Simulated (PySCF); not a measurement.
HF$_{5}$OW, singlet, geometry from GFN2-xTB (such geometries of metal compounds can be far from the true shape) (core potentials on W). Base run: PySCF with DF-PBE/def2-SV(P).

PySCF was given this input:
```python
from pyscf import gto, scf, dft

mol = gto.M(
    atom='''
W     0.006340   -0.013036    0.003011
F    -0.780811    1.605325   -0.370774
F     1.414361    0.932320    0.770313
F     0.842775    0.093800   -1.656488
F    -0.892907    0.009270    1.632683
F    -1.464493   -0.829250   -0.794119
O     0.783059   -1.609947    0.371842
H     1.196016   -2.458975    0.567938
''',
    basis='def2-sv(p)',
    ecp={'W': 'def2-sv(p)'},
    charge=0,
    spin=0,
    verbose=5,
)

mf = dft.RKS(mol)
mf.xc = 'pbe'
mf = mf.density_fit(auxbasis='def2-universal-jkfit')
mf.kernel()
```

The base run was repeated with changes; each row names its change, and settings that it needs were set with it.

```tsv
change	basis functions	E (Eh)	HOMO (eV)	HOMO-LUMO gap (eV)	dipole (D)	outcome
base	111	-641.41435	-9.56	4.73	4.09	converged
basis = jorge-DZP-DKH; relativity = spin-free X2C (without ecp={'W': 'def2-sv(p)'}; without mf = mf.density_fit(auxbasis='def2-universal-jkfit'))	155	-16706.56529	-9.58	5.41	3.96	converged
basis = jorge-DZP-DKH; relativity = spin-free X2C; nucleus = Gaussian (with nucmod='G'; without ecp={'W': 'def2-sv(p)'}; without mf = mf.density_fit(auxbasis='def2-universal-jkfit'))	155	-16704.89893	-9.58	5.41	3.96	converged
basis = x2c-SVPall; relativity = spin-free X2C; nucleus = Gaussian (with nucmod='G'; without ecp={'W': 'def2-sv(p)'}; without mf = mf.density_fit(auxbasis='def2-universal-jkfit'))	155	-16717.72445	-9.54	4.64	4.00	converged
basis = ANO-RCC-VDZP; relativity = spin-free X2C; nucleus = Gaussian (with nucmod='G'; without ecp={'W': 'def2-sv(p)'}; without mf = mf.density_fit(auxbasis='def2-universal-jkfit'))	157	-16718.71226	-9.90	4.70	4.05	converged
basis = ANO-RCC-VDZP; relativity = spin-free X2C (without ecp={'W': 'def2-sv(p)'}; without mf = mf.density_fit(auxbasis='def2-universal-jkfit'))	157	-16721.00515	-9.90	4.71	4.05	converged
basis = x2c-SVPall; relativity = spin-free X2C (without ecp={'W': 'def2-sv(p)'}; without mf = mf.density_fit(auxbasis='def2-universal-jkfit'))	155	-16719.61134	-9.54	4.64	4.00	converged
basis = x2c-SVPall; relativity = none (without ecp={'W': 'def2-sv(p)'}; without mf = mf.density_fit(auxbasis='def2-universal-jkfit'))	155	-	-	-	-	not converged
basis = ANO-RCC-VDZP; relativity = none (without ecp={'W': 'def2-sv(p)'}; without mf = mf.density_fit(auxbasis='def2-universal-jkfit'))	-	-	-	-	-	cut at the time limit
basis = jorge-DZP-DKH; relativity = none (without ecp={'W': 'def2-sv(p)'}; without mf = mf.density_fit(auxbasis='def2-universal-jkfit'))	155	-15563.66993	-9.64	4.26	4.01	converged
```

Totals shift with the method and basis; they matter in differences.

Basis sets contracted for a relativistic Hamiltonian are a mismatch without it, so the rows without relativity aren't non-relativistic limits. No row has spin-orbit coupling; sets with core potentials leave out the core electrons.
